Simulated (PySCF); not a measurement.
HfF4, SMILES [F][Hf]([F])([F])[F], multiplicity 1.

The structure is a stationary point at B3LYP-D3(BJ)/def2-SVP. The spin state was assumed, not searched. The isomer is the one that the SMILES or the coordinates give; other isomers of the formula were not compared. The def2 effective core potentials stand for the cores of Hf; spin–orbit coupling is left out.

Level of theory: PBE/def2-TZVP in PySCF.

Gas-phase values at a fixed geometry.

total energy: -447.57658 hartree
point group: Td
highest occupied level: -10.09 eV
lowest empty level: -1.67 eV
orbital gap: 8.43 eV
dipole moment: 0.00 D
quadrupole, principal values (traceless, Buckingham form, about the centre of nuclear charge): 0.00, 0.00, 0.00 D·Å
mean static polarisability: 33.4 bohr³ (4.94 Å³)
polarisability, principal values: 33.4, 33.4, 33.4 bohr³
